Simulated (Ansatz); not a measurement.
Species: TiO₂, charge 1, multiplicity 2. The spin state was set by rule; other spins were not relaxed. 
Geometry from a B3LYP-D3(BJ)/def2-TZVP (Ansatz, a quantum-chemistry and plane-wave program) optimisation:
```
Ti
O 1 1.6130
O 1 1.6915 2 95.95
```
Charge +1, spin multiplicity 2.

Basis-set convergence of Hartree-Fock and CCSD correlation energies (hartree) with Ansatz. Valence correlation only, unless marked. Open shells are spin-unrestricted. No spin-orbit coupling. The frozen core is the preceding noble-gas configuration, with the filled d and f shells of earlier blocks. Non-relativistic. The program attaches cautions to a run behind CCSD/def2-SVPD: large difference. The program attaches cautions to a run behind CCSD/def2-TZVPPD: large difference.

The UHF reference is spin-contaminated (<S^2> 0.62 over the pure value in the largest basis). The T1 diagnostic of CCSD in the largest basis is 0.104, which is high, so the coupled-cluster rows are less sure than usual.

```json
[
 {"basis": "def2-SVPD", "functions": "80", "E(HF)": "-997.60415", "E(corr, CCSD)": "-0.48805"},
 {"basis": "def2-TZVPPD", "functions": "147", "E(HF)": "___", "E(corr, CCSD)": "___"}
]
```

Question: Fill in the missing entries.

Answer: 
- def2-TZVPPD, E(HF): -997.89809
- def2-TZVPPD, E(corr, CCSD): -0.57264
